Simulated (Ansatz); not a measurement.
I₄Si, charge -1, doublet, at a GFN2-xTB geometry (a state made from the parent by changing its charge; the spin is typed, not shown lowest) (core potentials on I) (a gas-phase anion, which may not be bound at this level); Ansatz (a quantum-chemistry and plane-wave program) with B3LYP/def2-SV(P).

Input for Ansatz:
Ansatz 0.2 input:
```yaml
crystal:
  periodic: [false, false, false]
  atoms:
    - {symbol: I, position_ang: [2.69206265, -1.28559810, -0.11749383]}
    - {symbol: Si, position_ang: [0.11947029, -0.02446008, 0.39086660]}
    - {symbol: I, position_ang: [-1.35336117, -1.64299540, -0.89741311]}
    - {symbol: I, position_ang: [-1.71857380, 0.98771374, 2.10451762]}
    - {symbol: I, position_ang: [0.34831413, 1.94734091, -1.19285845]}
basis:
  gaussian:
    orbitals: def2-SV_P_.json
hamiltonian:
  xc: b3lyp
total_charge: -1
magnetization: {spin_polarized: true, initial_magnetization: 1}
scf: {lower_state_search: standard}
```
The basis file holds def2-SV(P) in the JSON format of the Basis Set Exchange.

It wrote (shortened):

```
Functional definition: B3LYP
1512 factors; integrals over basis functions are off by at most 4.0e-4 eV
mean field evaluation 1: about -40293.1486 eV, gradient 1.5e1 eV
mean field evaluation 2: about -40287.0235 eV, gradient 3.4e1 eV
mean field evaluation 4: about -40294.9704 eV, gradient 9.0e-1 eV
mean field evaluation 8: about -40294.9982 eV, gradient 2.1e-2 eV
mean field evaluation 16: about -40294.9982 eV, gradient 7.7e-5 eV
mean field -40294.99818005 eV, -1480.8138701860 hartree, gradient 7.7e-5 eV, S^2 0.754306; 0 other end points of the search recorded, 0 dependent functions left out
reference -40294.99846682 eV, -1480.8138807246 hartree; 58, 57 occupied and 64, 65 virtual orbitals, 1512 factors
Total energy: -40294.99846682 eV, -1480.8138807246 hartree
```
